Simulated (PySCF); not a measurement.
Species: C5H8P2.
InChI=1S/C5H8P2/c1-3-5-7-6-4-2/h1,4,6-7H,2,5H2

Theory: TDDFT CAM-B3LYP/def2-SVPD, vertical, gas phase, core orbitals frozen in the response in PySCF. The structure is a single GFN2-xTB conformer in the gas phase; no vibrational or solvent corrections.

Orbital energies (eV): HOMO-3 -9.48, HOMO-2 -9.40, HOMO-1 -8.68, HOMO -7.58, LUMO 0.44, LUMO+1 1.01, LUMO+2 1.39.

Lowest singlets, with some entries withheld (?).

```json
{"state": "S1", "λ (nm)": "245.8", "f": "0.129", "main configurations (H = HOMO, L = LUMO)": "H→L (93%)"}
{"state": "S2", "λ (nm)": "226.2", "f": "0.072", "main configurations (H = HOMO, L = LUMO)": "H→L+1 (83%)"}
{"state": "S3", "λ (nm)": "208.0", "f": "0.062", "main configurations (H = HOMO, L = LUMO)": "H→L+2 (53%), H→L+3 (23%)"}
{"state": "S4", "λ (nm)": "200.7", "f": "0.026", "main configurations (H = HOMO, L = LUMO)": "H→L+3 (52%), H-1→L (11%), H→L+2 (10%)"}
{"state": "S5", "λ (nm)": "?", "f": "0.0021", "main configurations (H = HOMO, L = LUMO)": "H-1→L (32%), H→L+2 (11%), H→L+3 (8%)"}
{"state": "S6", "λ (nm)": "?", "f": "0.015", "main configurations (H = HOMO, L = LUMO)": "H-1→L+1 (28%), H-1→L (28%)"}
{"state": "S7", "λ (nm)": "?", "f": "0.025", "main configurations (H = HOMO, L = LUMO)": "H-2→L+3 (18%), H-1→L+3 (15%)"}
{"state": "S8", "λ (nm)": "?", "f": "0.040", "main configurations (H = HOMO, L = LUMO)": "H→L+4 (32%), H-1→L+3 (9%), H→L+2 (8%)"}
```

(1) What stands in place of each question mark?

(2) How far apart are S1 and S3, in eV and cm⁻¹?

(3) Where do the lowest triplets lie (Tamm–Dancoff)?

(4) What is the mean static polarisability from the same response equations?

Answers

(1) 
- S5: λ = 198.7 nm
- S6: λ = 193.6 nm
- S7: λ = 186.7 nm
- S8: λ = 186.0 nm

(2) 5.961 − 5.045 = 0.916 eV, or about 7390 cm⁻¹.

(3) T1 3.89 eV, H→L (65%), H-3→L (14%); T2 4.55 eV, H→L+1 (31%), H→L+2 (21%), H-3→L (15%); T3 4.90 eV, H→L+1 (39%), H→L (10%), H→L+3 (9%). E(S1) − E(T1) = +1.16 eV.

(4) 110.1 au (16.32 Å³), with principal values 93.0, 110.2 and 127.2 au.
